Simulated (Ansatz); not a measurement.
Born–Oppenheimer molecular dynamics of C2H6F3NSi (13 atoms, charge 0, multiplicity 1). It starts from a relaxed structure.

Method: RKS B3LYP/STO-3G in Ansatz.

* ensemble: NVE (velocity Verlet)
* time step: 0.5 fs
* steps asked: 150
* starting velocities drawn for: 200 K
* seed: 721920

First frame:

```xyz
13
Properties=species:S:1:pos:R:3
Si 0.005 -0.014 0.038
N 0.094 -0.267 1.761
C -1.158 -0.449 2.545
H -1.896 -1.001 1.934
H -0.958 -1.044 3.458
H -1.624 0.509 2.868
C 1.173 0.403 2.540
H 1.422 -0.188 3.443
H 2.082 0.473 1.913
H 0.906 1.429 2.877
F 1.516 -0.092 -0.562
F -0.628 1.415 -0.420
F -0.932 -1.175 -0.612
```

Task: What does the run give?

Result: All steps were run.

```json
{
  "steps done": "150",
  "time covered": "75 fs",
  "mean temperature over the second half": "106 K",
  "spread of the potential energy over the second half": "3.1 meV per atom",
  "mean potential energy of the second half above the start": "10.4 meV per atom"
}
```

The conserved energy stayed within 0.22 meV per atom of its start (net change 0.2 meV per atom), so the integration is sound. Over the second half the temperature averaged 0.53 of the 200 K drawn at the start: a run that starts near a minimum puts about half its kinetic energy into the potential. A run of 0.075 ps of so small a system gives no equilibrium averages. Limits of this set-up: minimal basis.

Task: What happens to the structure?

Result: The same pairs are bonded in the first frame and the last. Pairs count as bonded within 1.25 times the sum of covalent radii (0.12 Å more for H–H). This is one draw of velocities; another would differ in detail.

Task: How do temperature and energy run in time?

Result: 
```json
{"time (fs)": "0", "T (K)": "200", "potential energy less start (eV)": "0.000", "conserved less start (meV/atom)": "0.00"}
{"time (fs)": "2.5", "T (K)": "97", "potential energy less start (eV)": "0.149", "conserved less start (meV/atom)": "0.20"}
{"time (fs)": "5", "T (K)": "99", "potential energy less start (eV)": "0.144", "conserved less start (meV/atom)": "0.07"}
{"time (fs)": "7.5", "T (K)": "58", "potential energy less start (eV)": "0.204", "conserved less start (meV/atom)": "0.22"}
{"time (fs)": "10", "T (K)": "162", "potential energy less start (eV)": "0.054", "conserved less start (meV/atom)": "0.03"}
{"time (fs)": "12.5", "T (K)": "98", "potential energy less start (eV)": "0.147", "conserved less start (meV/atom)": "0.19"}
{"time (fs)": "15", "T (K)": "115", "potential energy less start (eV)": "0.121", "conserved less start (meV/atom)": "0.06"}
{"time (fs)": "17.5", "T (K)": "79", "potential energy less start (eV)": "0.175", "conserved less start (meV/atom)": "0.19"}
{"time (fs)": "20", "T (K)": "135", "potential energy less start (eV)": "0.094", "conserved less start (meV/atom)": "0.06"}
{"time (fs)": "22.5", "T (K)": "71", "potential energy less start (eV)": "0.185", "conserved less start (meV/atom)": "0.18"}
{"time (fs)": "25", "T (K)": "100", "potential energy less start (eV)": "0.143", "conserved less start (meV/atom)": "0.08"}
{"time (fs)": "27.5", "T (K)": "100", "potential energy less start (eV)": "0.144", "conserved less start (meV/atom)": "0.15"}
{"time (fs)": "30", "T (K)": "132", "potential energy less start (eV)": "0.098", "conserved less start (meV/atom)": "0.08"}
{"time (fs)": "32.5", "T (K)": "65", "potential energy less start (eV)": "0.195", "conserved less start (meV/atom)": "0.17"}
{"time (fs)": "35", "T (K)": "73", "potential energy less start (eV)": "0.183", "conserved less start (meV/atom)": "0.12"}
{"time (fs)": "37.5", "T (K)": "120", "potential energy less start (eV)": "0.116", "conserved less start (meV/atom)": "0.11"}
{"time (fs)": "40", "T (K)": "140", "potential energy less start (eV)": "0.086", "conserved less start (meV/atom)": "0.10"}
{"time (fs)": "42.5", "T (K)": "89", "potential energy less start (eV)": "0.159", "conserved less start (meV/atom)": "0.14"}
{"time (fs)": "45", "T (K)": "65", "potential energy less start (eV)": "0.195", "conserved less start (meV/atom)": "0.15"}
{"time (fs)": "47.5", "T (K)": "115", "potential energy less start (eV)": "0.122", "conserved less start (meV/atom)": "0.09"}
{"time (fs)": "50", "T (K)": "124", "potential energy less start (eV)": "0.110", "conserved less start (meV/atom)": "0.13"}
{"time (fs)": "52.5", "T (K)": "103", "potential energy less start (eV)": "0.140", "conserved less start (meV/atom)": "0.12"}
{"time (fs)": "55", "T (K)": "73", "potential energy less start (eV)": "0.183", "conserved less start (meV/atom)": "0.17"}
{"time (fs)": "57.5", "T (K)": "139", "potential energy less start (eV)": "0.087", "conserved less start (meV/atom)": "0.06"}
{"time (fs)": "60", "T (K)": "110", "potential energy less start (eV)": "0.130", "conserved less start (meV/atom)": "0.16"}
{"time (fs)": "62.5", "T (K)": "100", "potential energy less start (eV)": "0.143", "conserved less start (meV/atom)": "0.11"}
{"time (fs)": "65", "T (K)": "75", "potential energy less start (eV)": "0.180", "conserved less start (meV/atom)": "0.19"}
{"time (fs)": "67.5", "T (K)": "155", "potential energy less start (eV)": "0.064", "conserved less start (meV/atom)": "0.05"}
{"time (fs)": "70", "T (K)": "111", "potential energy less start (eV)": "0.129", "conserved less start (meV/atom)": "0.16"}
{"time (fs)": "72.5", "T (K)": "94", "potential energy less start (eV)": "0.152", "conserved less start (meV/atom)": "0.10"}
{"time (fs)": "75", "T (K)": "63", "potential energy less start (eV)": "0.197", "conserved less start (meV/atom)": "0.20"}
```

Time of the run: 8.7 min on 1 thread of Arm Neoverse V1, on a shared host, peak memory 0.12 GiB.
